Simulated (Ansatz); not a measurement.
Reaction (formal loss of a carbene): `FC(F)CBr` → `FC(F)Br` + `[CH2]` (triplet)

Program: Ansatz. Geometries: PBE0-D4/def2-TZVP. ΔE: electronic, gas phase. CBS: MP2 limit from def2 TZ/QZ plus the TZ coupled-cluster correction, frozen cores. This one scheme is used for every species. DFT in def2-TZVPP. B3LYP here is the variant with VWN-RPA as its local correlation; programs differ in this. HSE06 is defined as in plane-wave codes. Triplets are unrestricted, without spin–orbit coupling. For Br outer-core shells are correlated without core-valence functions, which leaves a few kJ/mol of doubt a bond. Scalar relativity is left out up to krypton. Each species was taken in one conformer, which may not be the lowest.

| level | ΔE (kJ/mol) | difference from CCSD(T)/CBS |
| --- | --- | --- |
| LDA (SPW92) | 516.7 | 60.1 |
| PBE-D4 | 449.7 | -6.9 |
| revPBE-D4 | 435.4 | -21.2 |
| BLYP-D4 | 437.3 | -19.3 |
| r2SCAN-D4 | 424.6 | -32.0 |
| B97M-V | 449.7 | -6.9 |
| PBE0-D4 | 447.0 | -9.6 |
| r2SCANh-D4 | 424.7 | -31.9 |
| HSE06-D4 | 447.1 | -9.5 |
| BHLYP-D4 | 437.8 | -18.8 |
| CAM-B3LYP-D4 | 450.3 | -6.3 |
| ωB97X-V | 464.7 | 8.1 |
| ωB97M-V | 455.4 | -1.2 |
| B2PLYP | 443.3 | -13.3 |
| PBE-QIDH | 450.7 | -5.9 |
| PBE | 444.1 | -12.5 |
| revPBE | 418.1 | -38.5 |
| BLYP | 425.1 | -31.5 |
| PBE0 | 442.2 | -14.4 |
| B3LYP | 433.6 | -23.0 |
| r2SCANh | 423.2 | -33.4 |
| r2SCAN0 | 423.3 | -33.3 |
| HSE06 | 442.7 | -13.9 |
| BHLYP | 431.3 | -25.3 |
| CAM-B3LYP | 445.5 | -11.1 |
| LC-ωPBE | 442.1 | -14.5 |
| RPA@PBE/def2-TZVPP | 440.5 | -16.1 |
| HF/def2-SVP | 326.8 | -129.8 |
| MP2/def2-SVP | 446.8 | -9.8 |
| CCSD/def2-SVP | 432.6 | -24.0 |
| HF/def2-TZVPP | 317.5 | -139.1 |
| MP2/def2-TZVPP | 456.9 | 0.3 |
| SCS-MP2/def2-TZVPP | 459.3 | 2.7 |
| CCSD/def2-TZVPP | 436.1 | -20.5 |
| CCSD(T)/def2-TZVPP | 445.3 | -11.3 |
| HF/def2-QZVPP | 317.2 | -139.4 |
| MP2/def2-QZVPP | 463.3 | 6.7 |
| SCS-MP2/def2-QZVPP | 467.1 | 10.5 |
| HF/CBS(def2) | 317.2 | -139.4 |
| MP2/CBS(def2) | 468.2 | 11.6 |
| CCSD(T)/CBS | 456.6 | 0 |

Largest T1 diagnostic among the species: 0.011.

Leaving LDA and LC-ωPBE aside and taking each functional with its dispersion term where it has one, the values spread over 40.1 kJ/mol, from r2SCAN-D4 to ωB97X-V. LDA lies +72.6 kJ/mol from PBE without D4. From BLYP to BHLYP (50 % exact exchange), in def2-TZVPP and without D4, ΔE moves by +6.2 kJ/mol. The D4 term adds +8.9 kJ/mol with B3LYP and +4.8 kJ/mol with PBE0; it sums over pairs of atoms, weighted by their polarisabilities, and B3LYP, whose exchange is more repulsive, gets the larger term.
